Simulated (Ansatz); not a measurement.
`C[SiH](O)Br`, relaxed with RKS PBE-D4/def2-SVP in Ansatz 0.2.0 from a rough embedded geometry. The force threshold is 0.03 eV/Å; the program also tests the step.

Charge 0, multiplicity 1.

Start:

```xyz
9

C    -0.605    0.907   -0.374
Si    0.323   -0.298    0.570
O     1.561   -0.919   -0.286
Br   -0.991   -2.030    0.987
H    -1.493    1.333    0.217
H    -0.013    1.830   -0.652
H    -1.031    0.536   -1.320
H     0.859    0.262    1.785
H     1.391   -1.621   -0.928
```

| step | energy (eV) | largest force (eV/Å) | largest move (Å) |
| --- | --- | --- | --- |
| 1 | -81060.4325 | 2.367 | 0.000 |
| 2 | -81060.6239 | 1.156 | 0.134 |
| 3 | -81060.6636 | 0.284 | 0.039 |
| 4 | -81060.6688 | 0.095 | 0.029 |
| 5 | -81060.6711 | 0.237 | 0.077 |
| 6 | -81060.6723 | 0.171 | 0.037 |
| 7 (rejected) | -81060.6720 | 0.306 | 0.067 |
| 8 | -81060.6737 | 0.025 | 0.033 |

End:

```xyz
9

C    -0.643    0.936   -0.405
Si    0.319   -0.340    0.575
O     1.646   -0.953   -0.243
Br   -1.116   -2.008    1.092
H    -1.474    1.342    0.206
H     0.023    1.775   -0.696
H    -1.079    0.495   -1.324
H     0.874    0.208    1.849
H     1.449   -1.454   -1.054
```

Run time 8 s (4 threads of a server CPU on a shared host); peak host memory 0.17 GiB.
